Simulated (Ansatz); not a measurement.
```yaml
crystal:
  periodic: [false, false, false]
  atoms:
    - {symbol: O, position_ang: [-0.550499, -0.162399, 1.591086]}
    - {symbol: Mo, position_ang: [0.006268, -0.103759, 0.025437]}
    - {symbol: O, position_ang: [1.496361, -0.841528, 0.023675]}
    - {symbol: F, position_ang: [-1.144242, -1.004011, -1.086958]}
    - {symbol: Cl, position_ang: [0.242013, 2.037996, -0.594639]}
basis:
  gaussian: {orbitals: def2-mTZVPP}
magnetization: {spin_polarized: true, initial_magnetization: 2}
hamiltonian: {xc: {name: LC-wPBE}}
```

```sh
$ ansatz run in.yaml --threads 2 --pin off --events-out ev --progress --plain --max-ram 32768MiB --backend cpu
```

Shortened log:

```
Functional definition: LC-wPBE
1011 factors; their error is unknown
418 factors; integrals over basis functions are off by at most 1.7e-5 eV
mean field evaluation 1: about -21168.8610 eV, gradient 6.7e1 eV
mean field evaluation 2: about -21086.5002 eV, gradient 1.7e2 eV
mean field evaluation 4: about -21184.6022 eV, gradient 9.8e0 eV
mean field evaluation 8: about -21185.1749 eV, gradient 2.4e0 eV
mean field evaluation 16: about -21185.6796 eV, gradient 1.0e-2 eV
mean field -21185.67963430 eV, -778.5593663912 hartree, gradient 9.4e-6 eV, S^2 2.035415; 6 other end points of the search recorded, 0 dependent functions left out
reference -21185.67963431 eV, -778.5593663916 hartree; 29, 27 occupied and 103, 105 virtual orbitals, 1011 factors
Total energy: -21185.67963431 eV, -778.5593663916 hartree
```

Run time 15 s (2 threads of an AMD EPYC 7R13 on a shared host); peak host memory 0.46 GiB.
